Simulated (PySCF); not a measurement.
C4H9FO. Atoms are numbered in the order given.

```xyz
15

C      2.4308    -0.5274    -0.3242
O      1.0522    -0.3038    -0.4767
C      0.3980    -0.0487     0.7416
C     -1.0755     0.2470     0.4968
C     -1.7643    -0.7660    -0.4013
F     -1.1955     1.5164    -0.0777
H      2.9543     0.3544     0.1212
H      2.8559    -0.7185    -1.3288
H      2.6462    -1.4114     0.3267
H      0.8518     0.8279     1.2687
H      0.4791    -0.9251     1.4371
H     -1.5740     0.2888     1.4940
H     -2.8174    -0.4703    -0.5713
H     -1.2379    -0.8184    -1.3729
H     -1.7501    -1.7735     0.0607
```
Charge 0, spin multiplicity 1.

The structure is a stationary point at PBE-D3(BJ)/def2-SVP. The values are those of a single conformer.

The numbers are results of TDDFT-PBE/def2-SVPD run with PySCF, not measurements.

Vertical excitations. 

Give excitation energies, oscillator strengths and character. (Estimate from the structure and the level; the computed values follow.)


| state | energy (eV) | λ (nm) | f | main pairs |
|---|---|---|---|---|
| S1 | 6.04 | 205 | 0.022 | HOMO→LUMO 100 % |
| S2 | 6.56 | 189 | 0.008 | HOMO→LUMO+1 100 % |
| S3 | 6.92 | 179 | 0.013 | HOMO→LUMO+2 99 % |
| S4 | 7.48 | 166 | 0.002 | HOMO−1→LUMO 51 %, HOMO→LUMO+4 45 % |
| S5 | 7.50 | 165 | 0.003 | HOMO→LUMO+3 93 % |
| S6 | 7.57 | 164 | 0.028 | HOMO→LUMO+5 37 %, HOMO−1→LUMO 33 %, HOMO→LUMO+4 25 % |
| S7 | 7.61 | 163 | 0.022 | HOMO→LUMO+5 59 %, HOMO→LUMO+4 24 %, HOMO−1→LUMO 10 % |
| S8 | 7.65 | 162 | 0.010 | HOMO−2→LUMO 94 % |
| S9 | 7.93 | 156 | 0.016 | HOMO→LUMO+6 96 % |
| S10 | 8.03 | 154 | 0.018 | HOMO−1→LUMO+1 90 % |
| T1 | 5.91 | 210 | 0 | HOMO→LUMO 99 % |
| T2 | 6.47 | 192 | 0 | HOMO→LUMO+1 99 % |
| T3 | 6.80 | 182 | 0 | HOMO→LUMO+2 98 % |
| T4 | 7.27 | 170 | 0 | HOMO→LUMO+3 55 %, HOMO→LUMO+4 34 % |
Triplets are in the Tamm–Dancoff approximation, which puts them higher than full response would, so one can lie above its singlet here.
